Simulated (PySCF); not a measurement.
Some computed properties have been withheld. Give your best values.

Compound: C₅H₆NO₂S (charge -1).
Bonds: C1–S2, S2–O3 (double), S2–O4 (double), S2–C5, C5–C6 (aromatic), C6–C7 (aromatic), C7–C8 (aromatic), C8–N9 (aromatic), C5–N9 (aromatic). Hydrogens: H10, H11, H12 on C1; H13 on C6; H14 on C7; H15 on C8.

Conformer (atom-mapped SMILES and torsion angles): `[CH3:1][S:2](=[O:3])(=[O:4])[c:5]1[cH:6][cH:7][cH:8][n-:9]1`: C1–S2–C5–C6 156°.

```json
{"property": "point group of the GFN2-xTB geometry", "level": "GFN2-xTB", "value": "?"}
{"property": "rotational constants A, B, C of the GFN2-xTB geometry", "level": "GFN2-xTB", "value": "3.088, 1.073, 0.948 GHz"}
{"property": "HOMO energy", "level": "PBE0/pcSseg-1", "value": "?"}
{"property": "LUMO energy", "level": "PBE0/pcSseg-1", "value": "?"}
{"property": "13C chemical shifts (computed TMS as zero) by class", "level": "GIAO PBE0/pcSseg-1", "value": "?"}
{"property": "1H chemical shifts (computed TMS as zero) by class", "level": "GIAO PBE0/pcSseg-1", "value": "6.57 (H15), 6.41 (H13), 5.94 (H14), 3.26 (H10/H11/H12) ppm"}
{"property": "isotropic shieldings of nuclei other than C and H, by class", "level": "GIAO PBE0/pcSseg-1", "value": "?"}
```

Electronic properties: PySCF, gas phase, density fitting. NMR classes are plain means over equivalent atoms (diastereotopic ones count apart unless rotation or inversion swaps them), as if these changed places fast; in this geometry the members of some classes differ. No diffuse functions stand in pcSseg-1, which bears on an anion's orbital energies.

Problem. Give the HOMO energy.

Solution. -1.56 eV.

Problem. Give the point group of the GFN2-xTB geometry.

Solution. C1.

Problem. What is the LUMO energy?

Solution. 5.16 eV.

Problem. Give the 13C chemical shifts (computed TMS as zero) by class.

Solution. 141.7 (C5), 129.0 (C8), 107.4 (C7), 103.8 (C6), 47.8 (C1) ppm.

Problem. What are the isotropic shieldings of nuclei other than C and H, by class?

Solution. -31 (N9), 110 (O3/O4), 188 (S2) ppm.

With B = h/(8π²I), that is 505.379 GHz u Å² over I, the principal moments of inertia are 163.6, 470.9 and 533.2 u Å² (most abundant isotopes); the inertial defect Ic − Ia − Ib is -101.3 u Å² (zero for a rigid planar frame, negative otherwise). The rotational constants make it an asymmetric top with κ = (2B − A − C)/(A − C) = -0.88, nearer the prolate limit (−1).

One conformer stands for the species.
